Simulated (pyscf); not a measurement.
`[SiH3][GeH2][Cl]`, singlet

Gas-phase minimum from PySCF at ωB97X-D3(BJ)/def2-SVP, one conformer. 

```
Ge
H 1 1.5346
H 1 1.5346 2 109.81
Cl 1 2.1736 2 106.67 3 115.27
Si 1 2.3644 2 114.22 3 -129.79
H 5 1.4892 1 108.54 2 -175.12
H 5 1.4893 6 110.03 1 -118.70
H 5 1.4921 6 109.66 7 -120.69
```
Charge 0, spin multiplicity 1.

Properties at ωB97X-D3(BJ)/def2-SVP:

* **Harmonic wavenumbers, unscaled**: 96, 103, 356, 377, 431, 521, 566, 680, 761, 873, 911, 951, 952, 2193, 2196, 2252, 2267, 2274 cm⁻¹
* **Zero-point energy**: 26.8 kcal/mol
* **Rotational symmetry number**: 1
* **Entropy of this conformer at 298 K and 1 atm, rigid rotor and harmonic oscillator, modes under 100 cm⁻¹ raised to 100**: 334.1 J/(mol K)
* **Dipole moment**: 2.16 D

Single-point totals, which compare only within one level (frozen core for MP2 and CC):

```csv
level,total energy (hartree)
ωB97X-D3(BJ)/def2-TZVP,-2829.76097
PBE/def2-TZVP,-2829.09284
r²SCAN/def2-TZVP,-2829.69064
B3LYP-D3(BJ)/def2-TZVP,-2829.86044
PBE0-D3(BJ)/def2-TZVP,-2829.22609
M06-2X/def2-TZVP,-2829.71475
ωB97M-D3(BJ)/def2-TZVP,-2829.86842
HF/def2-TZVPP,-2826.77546
MP2/def2-TZVPP,-2827.35223
CCSD/def2-TZVPP,-2827.40032
CCSD(T)/def2-TZVPP,-2827.42329
```

Soft torsions are taken as harmonic, which can shift the entropy by several J/(mol K). The CCSD(T) − MP2 part came from Ansatz, without density fitting, on the same reference. The frozen core leaves the outer d or s,p core shells of the metals and heavy elements correlated in the MP2 and CC values, and def2-TZVPP describes them poorly, so these totals are far from the basis limit. Elements up to Kr have no core potential and no relativistic terms here.
